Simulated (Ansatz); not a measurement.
Input for Ansatz (a program for electronic structure): R-wB97X-V/def2-TZVPP on H3NSSn (SMILES [NH2][Sn][SH]), a point of a torsion scan. Elements past Kr take the def2 small-core potentials; no spin–orbit coupling.

Ansatz 0.2 input:
```yaml
crystal:
  periodic: [false, false, false]
  atoms:
    - {symbol: N, position_ang: [-1.15987907, 0.02793837, -0.04576508]}
    - {symbol: Sn, position_ang: [-0.55895695, -0.42105873, 1.85442814]}
    - {symbol: S, position_ang: [1.51104939, 0.88079250, 1.69884450]}
    - {symbol: H, position_ang: [-0.94161964, 0.87542125, -0.55126901]}
    - {symbol: H, position_ang: [-1.99903657, -0.35413731, -0.46213673]}
    - {symbol: H, position_ang: [1.96338888, 0.63061148, 2.92135722]}
basis:
  gaussian:
    orbitals: def2-TZVPP
hamiltonian:
  xc: {name: wB97X-V}
scf: {lower_state_search: off}
```

Task: What total energy does the run end on?

Result: -669.0400 hartree.

Task: How many basis functions does it have, and what does it roughly cost on one machine?

Result: 165 functions; very roughly 7 core-seconds.
